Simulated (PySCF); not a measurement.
PySCF job for Be(SH)(SMe) (CH₄BeS₂), SMILES C[S][Be][SH], B3LYP/pcSseg-1. Geometry optimised at PBE0-D3(BJ)/def2-SVP. Other conformers were not sampled.

```python
import numpy as np
from pyscf import gto, scf, dft
from pyscf.prop.nmr import rks as nmr

mol = gto.M(
    atom='''
    Be   -0.19786874    0.32004931    0.40051175
    S    -1.82039843    1.24197775    0.78468593
    H    -2.36645586    0.16230201    1.39227374
    S     1.42657427   -0.57793563    0.01311145
    C     1.06693693   -1.28913703   -1.63855282
    H     0.27691055   -2.04940117   -1.58336050
    H     1.99232023   -1.77036614   -1.98173129
    H     0.78826499   -0.51258384   -2.36266991
    ''',
    basis='pcSseg-1',
    charge=0,
    spin=0,
    max_memory=1600,
    verbose=3,
)
mf = dft.RKS(mol, xc='b3lyp')
mf.grids.level = 3
mf.conv_tol = 1e-10
mf.max_cycle = 100
mf.kernel()
n = nmr.NMR(mf)
n.verbose = 2
n.max_cycle_cphf = 60
sigma = n.kernel()
print('atom   isotropic/ppm   span/ppm')
for i, s in enumerate(sigma):
    w = np.linalg.eigvalsh((s + s.T) / 2)
    print(f'{mol.atom_symbol(i):2s}{i + 1:3d} {w.mean():14.3f} {w[2] - w[0]:11.3f}')
```

Program output:

```
converged SCF energy = -851.723053532127
atom   isotropic/ppm   span/ppm
Be  1         79.881     106.768
S   2        703.647     194.560
H   3         30.768      16.407
S   4        624.199     226.340
C   5        168.864      24.891
H   6         29.202      13.006
H   7         29.497      13.632
H   8         29.167      12.984
```

The run converged.
